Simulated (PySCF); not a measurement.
**Computed beside measured shifts**

System: C11H27ClS2Si2 (measured compound), SMILES CCCCS[Si](C)(C)[Si@@](C)(Cl)SCCCC.

Atom-mapped SMILES (hydrogens are numbered by the atom that bears them): [CH3:1][CH2:2][CH2:3][CH2:4][S:5][Si:6]([CH3:7])([CH3:8])[Si@@:9]([CH3:10])([Cl:11])[S:12][CH2:13][CH2:14][CH2:15][CH3:16]

Level of theory: GIAO PBE0/pcSseg-1, IEF-PCM chloroform, PySCF SCF with an in-house response code, fitting set def2-universal-JFIT up to Ne and JKFIT beyond, grid level 2, non-relativistic, geometry: PBE0-D3(BJ)/def2-SVP.

One optimised conformer. Values are averaged over the atoms that symmetry or fast rotation interchanges, on this one geometry and without vibrational averaging. Shifts are the reference shielding less the shielding here, at the same level (13C, 1H, 29Si against isolated TMS; 33S against isolated CS2); nuclei without a reference have shieldings only.

(1) What shifts does this level give for Si9, Si6, and how do they compare with measurement?

Answers

(1) 
```json
{"atom": "Si9", "nucleus": "29Si", "computed / ppm": "43.0", "measured / ppm": "23.1", "computed less measured": "19.9", "measured against": "TMS", "medium of the measurement": "solution"}
{"atom": "Si6", "nucleus": "29Si", "computed / ppm": "3.8", "measured / ppm": "-1.2", "computed less measured": "5.0", "measured against": "TMS", "medium of the measurement": "solution"}
```

Measured values: U. Herzog, Habilitationsschrift, TU Bergakademie Freiberg, 2002/2003.
